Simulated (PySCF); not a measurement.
Si(NH2)4, SMILES N[Si](N)(N)N (H8N4Si), PBE0/def2-SVP optimised geometry.

```
13

N     -0.95    -1.83    -1.43
Si    -0.27    -1.14     0.00
N     -0.65    -2.03     1.43
N     -0.96     0.46     0.00
N      1.46    -1.14     0.00
H     -0.82    -2.82    -1.61
H     -0.92    -1.30    -2.30
H     -1.61    -2.08     1.75
H     -0.17    -2.92     1.60
H     -0.62     1.14     0.67
H     -1.95     0.56    -0.15
H      1.95    -0.89     0.85
H      1.95    -0.78    -0.81
```

Density from PBE0/def2-TZVP run with PySCF at that geometry.

Minimum of the electron density along straight lines between bonded atoms, close to the bond critical point (lines longer than 1.1 times the sum of covalent radii, or with two minima, are not listed):

```
bond    length / Å  ρ at the minimum / e bohr⁻³  ∇²ρ there / e bohr⁻⁵  position (fraction from the first atom)
------  ----------  ---------------------------  --------------------  ---------------------------------------
N1–Si2       1.732                        0.132                  0.53                                     0.60
Si2–N3       1.732                        0.132                  0.53                                     0.40
Si2–N4       1.732                        0.132                  0.53                                     0.40
Si2–N5       1.732                        0.132                  0.53                                     0.40
N1–H6        1.014                        0.332                 -1.58                                     0.73
N1–H7        1.014                        0.331                 -1.59                                     0.74
N3–H8        1.014                        0.332                 -1.58                                     0.73
N3–H9        1.014                        0.331                 -1.59                                     0.74
N4–H10       1.014                        0.332                 -1.58                                     0.73
N4–H11       1.014                        0.331                 -1.59                                     0.74
N5–H12       1.014                        0.331                 -1.59                                     0.74
N5–H13       1.014                        0.332                 -1.58                                     0.73
```
